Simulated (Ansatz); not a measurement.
IrO3, SMILES [O]=[Ir](=[O])=[O] (connectivity only; charge and spin as stated), neutral, multiplicity 4.

Geometry optimised at PBE-D3(BJ)/def2-TZVP. The geometry has at least one imaginary mode, so it is a saddle point at that level. The spin state was assumed, not searched. The def2 effective core potentials stand for the cores of Ir; spin–orbit coupling is left out.

Two levels are set side by side: PBE/def2-SVPD (Ansatz, an electronic-structure program) and CAM-B3LYP/def2-SVPD (Ansatz). Energy differences of separate SCF runs at the same geometry; the states with an electron removed or added have multiplicity 5 and 3. Differences are taken from unrounded values.

```csv
quantity,PBE
vertical ionisation energy (eV),11.89
vertical electron affinity (eV),4.50
```

### Question
These are the PBE values. What does CAM-B3LYP give? (An estimate is asked for; the answer gives what the named calculation found.)

### Answer

```json
[
 {"quantity": "vertical ionisation energy (eV)", "CAM-B3LYP": "11.62", "PBE minus CAM-B3LYP": "0.28"},
 {"quantity": "vertical electron affinity (eV)", "CAM-B3LYP": "4.93", "PBE minus CAM-B3LYP": "-0.43"}
]
```
